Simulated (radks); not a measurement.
Results of a calculation; reference values are marked as such.
Question: Numerical settings for neutral bismuth, [Hg] 6p3. Code: a radial shooting solver on a logarithmic mesh with Libxc functionals. Model: Dirac Kohn-Sham, BLYP, spin-unpolarised, spherical densities, finite nucleus; open shells are shared between the two j in proportion to 2j + 1; Fermi nuclear charge, rms radius 5.5211 fm. The defaults (mesh step 0.008 in ln r, mesh end at 40 bohr or more with all orbitals vanishing there, Anderson mixing 0.5 over 9 steps, residual threshold near 1e-9 with the energy settled to 1e-9 hartree or 1e-11 of itself, here a cap of 97 iterations) give E = -21575.975 hartree and 6p3/2 at -3.963 eV in 15 iterations. Run on one thread of a shared host, so times are rough (Arm Neoverse V2): 0.16 s of CPU time, 0.16 s wall, 15 iterations on 2440 mesh points. One setting is changed at a time: mesh step in ln r 0.08; mesh step in ln r 0.005; mesh step in ln r 0.05; mesh end (bohr) 400; mesh end (bohr) 8; residual threshold 0.1; residual threshold 1e-05; mixing 1; linear mixing, mixing 0.2; linear mixing, mixing 0.8; mixing history 20; iteration cap 8. Which runs fail to converge, and which converge to a wrong energy?

Answer: Not converged within the cap: mesh step in ln r 0.08; linear mixing, mixing 0.8; iteration cap 8. Settings that end as converged yet miss the energy by more than 1 mhartree: mesh end (bohr) 8 (+0.00601 hartree).
